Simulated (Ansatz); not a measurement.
Reaction (cleavage of the B–Ge bond): `C[B](C)[GeH3]` + H₂S → `CB(C)S` + GeH₄

Calculated with Ansatz (gas phase, PBE0-D4/def2-TZVP geometries, no zero-point term in ΔE). CBS: MP2 limit from def2 TZ/QZ plus the TZ coupled-cluster correction, frozen cores. This one scheme is used for every species. For Ge outer-core shells are correlated without core-valence functions, which leaves a few kJ/mol of doubt a bond. Scalar relativity is left out up to krypton. Each species was taken in one conformer, which may not be the lowest.

```json
{"species": "`C[B](C)[GeH3]`", "CCSD(T)/def2-TZVPP energy (Eh)": "-2181.86100"}
{"species": "H₂S", "CCSD(T)/def2-TZVPP energy (Eh)": "-398.93111"}
{"species": "`CB(C)S`", "CCSD(T)/def2-TZVPP energy (Eh)": "-502.84401"}
{"species": "GeH₄", "CCSD(T)/def2-TZVPP energy (Eh)": "-2077.98646"}
```

Task: Work out ΔE.

Result: ΔE = (-502.84401) + (-2077.98646) − (-2181.86100) − (-398.93111) = -0.03836 Eh = -24.1 kcal/mol. CCSD(T)/CBS gives -23.5 kcal/mol.

Largest T1 diagnostic among the species: 0.012.

Leaving LDA and LC-ωPBE aside and taking each functional with its dispersion term where it has one, the values, not all of them listed here, spread over 2.0 kcal/mol, from B97M-V to BLYP-D4. LDA lies −0.9 kcal/mol from PBE without D4. At CCSD(T), def2-SVP lies −4.5 kcal/mol from the extrapolated value and def2-TZVPP −0.6 kcal/mol.
